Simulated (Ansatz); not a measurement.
Relaxation of Cl2FH3O2Ti (9 atoms, charge 0, multiplicity 1), to a largest force component of 0.03 eV/Å in at most 50 steps.

All numbers below come from Ansatz 0.2.0, RKS PBE-D4/def2-SVP.

```xyz
9
Properties=species:S:1:pos:R:3:forces:R:3
Ti 0.503 0.269 -0.479 0.40 0.29 0.52
O -0.750 -0.247 2.334 0.42 0.25 0.12
H -1.419 0.413 2.063 -0.01 0.01 -0.02
Cl 1.689 0.106 -2.318 0.00 0.00 0.00
Cl -1.292 1.551 -0.704 0.01 0.00 0.00
O -0.042 -1.303 0.046 0.02 0.01 0.00
H -0.402 -1.190 0.994 -0.03 0.00 0.00
F 1.429 0.950 0.913 -0.38 -0.28 -0.58
H 0.080 0.293 2.410 -0.43 -0.27 -0.04
```

Q: Where does it end, and by what steps?

A: The run converged. After 6 steps the energy has fallen by 0.022 eV; H9 moved furthest, 0.13 Å.

```json
{"step": "0", "energy less start (eV)": "0.0000", "largest force component (eV/Å)": "0.581", "accepted": "yes"}
{"step": "1", "energy less start (eV)": "-0.0146", "largest force component (eV/Å)": "0.307", "accepted": "yes"}
{"step": "2", "energy less start (eV)": "-0.0207", "largest force component (eV/Å)": "0.060", "accepted": "yes"}
{"step": "3", "energy less start (eV)": "-0.0216", "largest force component (eV/Å)": "0.047", "accepted": "yes"}
{"step": "4", "energy less start (eV)": "-0.0221", "largest force component (eV/Å)": "0.054", "accepted": "yes"}
{"step": "5", "energy less start (eV)": "-0.0222", "largest force component (eV/Å)": "0.040", "accepted": "yes"}
{"step": "6", "energy less start (eV)": "-0.0223", "largest force component (eV/Å)": "0.020", "accepted": "yes"}
```

```xyz
9
Properties=species:S:1:pos:R:3
Ti 0.525 0.288 -0.517
O -0.782 -0.282 2.380
H -1.436 0.377 2.070
Cl 1.694 0.074 -2.366
Cl -1.268 1.579 -0.726
O -0.029 -1.263 0.062
H -0.385 -1.160 1.010
F 1.451 0.975 0.821
H 0.025 0.255 2.525
```

Time of the run: 17 s on 4 threads of Intel(R) Xeon(R) Platinum 8259CL CPU @ 2.50GHz (Skylake/Cascade Lake), with other jobs on the host, peak memory 0.23 GiB.
